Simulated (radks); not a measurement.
The numbers below are computed, except where a source is named.
Task: Ga, configuration [Ar] 3d10 4s2 4p1. Level of theory: non-relativistic Kohn-Sham, LDA (Slater exchange, Perdew-Wang correlation), spin-polarised, spherical densities, point nucleus; open shells are filled with parallel spins first; hard spherical wall at 15 bohr (a radial shooting solver on a logarithmic mesh with Libxc functionals). Some entries of the table are withheld. Estimate them.

| orbital | occ. | eigenvalue (eV) | <r^2> (bohr^2) | <r> (bohr) |
|---|---|---|---|---|
| 1s up | 1 | -10072.80 | 0.003282 | 0.04950 |
| 1s down | 1 | -10072.78 | 0.003282 | 0.04950 |
| 2s up | 1 | -1229.910 | 0.05802 | 0.2219 |
| 2s down | 1 | -1229.906 | 0.05802 | 0.2219 |
| 2p up | 3 | -1090.931 | 0.04531 | 0.1924 |
| 2p down | 3 | -1090.919 | 0.04531 | 0.1924 |
| 3s up | 1 | -142.5690 | 0.5093 | 0.6640 |
| 3s down | 1 | -142.5508 | 0.5091 | 0.6639 |
| 3p up | 3 | -97.4834 | 0.5536 | 0.6848 |
| 3p down | 3 | -97.4593 | 0.5532 | 0.6846 |
| 3d up | 5 | -19.9944 | 0.8571 | 0.8080 |
| 3d down | 5 | -19.9282 | 0.8480 | 0.8047 |
| 4s up | 1 | -9.1463 | 6.552 | 2.374 |
| 4s down | 1 | -8.5677 | 6.526 | 2.366 |
| 4p up | 1 | -2.9917 | 13.32 | 3.334 |
| 4p down | 0 | -2.4100 | 14.22 | 3.426 |
| 5s up | 0 | -0.2662 | 59.85 | 7.346 |
| 5s down | 0 | -0.1003 | 63.63 | 7.596 |
| 5p up | 0 | 0.7584 | 81.21 | (1) |
| 5p down | 0 | 0.8686 | 83.42 | (2) |
| 4d up | 0 | 1.0116 | 70.05 | 7.984 |
| 4d down | 0 | 1.1562 | 75.71 | 8.346 |

Result: 
(1) 5p up <r> (bohr): 8.593
(2) 5p down <r> (bohr): 8.704
